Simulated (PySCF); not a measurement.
Sn: excitation energy

Sn [Kr] 4d10 5s2 5p2 (3P) → Sn [Kr] 4d10 5s1 5p2 5d1 (high-spin determinant), as a difference of total energies. Computed with PySCF 2.14 in aug-cc-pVQZ-DK3, with scalar relativity by spin-free X2C-1e. Correlated levels: valence: [Kr] 4d10 frozen. The calculations carry no spin-orbit coupling.

```
           method  excitation energy (eV)
              UHF                   9.458
    MP2 (valence)                  10.344
SCS-MP2 (valence)                  10.662
   CCSD (valence)                  10.418
CCSD(T) (valence)                  10.420
```

Problem. How much does correlation contribute at CCSD(T) (valence)?

Solution. 10.420 − (9.458) = 0.962 eV, measured against UHF.

A first-order spin-orbit estimate (lowest level to lowest level, LS coupling) adds 0.023 eV.

The upper state lies above the first ionisation limit, but in LS coupling its spin forbids autoionisation to the ground ion; at this Z spin-orbit coupling breaks that rule.

The promoted electron is Rydberg-like, and one or two diffuse shells describe it only roughly, which tends to raise the upper state.

The coupled-cluster amplitudes are large for the upper state (T1 above 0.03 or a double amplitude above 0.15), so a single reference is strained.

The determinant of the upper state mixes LS terms, which raises its energy above the lowest term, most at the Hartree-Fock and MP2 levels.
